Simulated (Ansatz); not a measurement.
C$_{2}$H$_{5}$AlO from Hartree–Fock to CCSD(T)

```xyz
9

C    -0.548    1.450   -0.147
C    -0.038    0.081    0.050
O     0.030   -0.411    1.208
Al    0.675   -1.721   -0.060
H    -0.840    1.924    0.794
H    -1.396    1.411   -0.838
H     0.223    2.039   -0.652
H    -0.354   -2.894   -0.313
H     2.247   -1.880   -0.041
```

Charge 0, multiplicity 1. The bonds changed during the relaxation, so this is another structure than the one it started from. Geometry: relaxed with PBE0-D4/def2-TZVP. Frozen core, restricted reference, Ansatz. CBS rows extrapolate triple and quadruple zeta; past MP2 they add the triple-zeta difference.

| basis | HF (Eh) | MP2 corr. |
| --- | --- | --- |
| def2-SVP | -395.21509 | -0.51630 |
| def2-TZVPP | -395.48143 | -0.63874 |
| def2-QZVPP | -395.49603 | -0.68438 |

(1) Estimate the CCSD correlation energy and the (T) correction in each basis where they were run (hartree).

Results:

(1) 
| basis | CCSD corr. | (T) |
| --- | --- | --- |
| def2-SVP | -0.55588 | -0.01744 |
| def2-TZVPP | -0.67188 | -0.02749 |
| CBS(def2) | -0.75133 | as TZ |
